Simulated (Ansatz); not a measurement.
# Strength of the Si–Si bond: C2H11NSi2 → C2H8NSi + SiH3

Species: C2H11NSi2 `CC[SiH](N)[SiH3]`, singlet; C2H8NSi `CC[SiH]N`, doublet; SiH3 (silyl radical) `[SiH3]`, doublet. 

Shapes, held fixed at every level: PBE0-D4/def2-TZVP. Flexible molecules stand in one conformer, not always the lowest. Programs: Ansatz 0.2.0. The zero-point and thermal change to 298 K, harmonic and unscaled (PBE0-D4/def2-TZVP), is -9.7 kJ/mol.

| level | kind | ΔH(298 K) (kJ/mol) | less CCSD(T)/CBS estimate |
| --- | --- | --- | --- |
| MP2/def2-SVP | perturbation theory | +293.5 | -25.9 |
| MP2/def2-TZVPP | perturbation theory | +310.1 | -9.3 |
| HF/def2-TZVPP | Hartree–Fock | +224.0 | -95.4 |
| wB97M-V/def2-TZVPP | range-separated hybrid | +319.6 | +0.2 |
| B2PLYP/def2-TZVPP | double hybrid | +296.8 | -22.6 |
| CCSD(T)/def2-SVP | coupled cluster or CI | +292.2 | -27.2 |
| CCSD(T)/CBS estimate | coupled cluster or CI | +319.4 | 0.0 |

The highest level, CCSD(T)/CBS estimate, gives ΔH(298 K) = +319.4 kJ/mol; the levels span +224.0 to +319.6. The column of differences is taken from that level and isn't an error. Hartree–Fock misses the correlation of the pair that is broken and comes out low. No measured value is set beside it here. Open shells run unrestricted. The CBS estimate extrapolates MP2 from def2-TZVPP and def2-QZVPP and adds CCSD(T) − MP2 in the triple-zeta set, cores frozen.
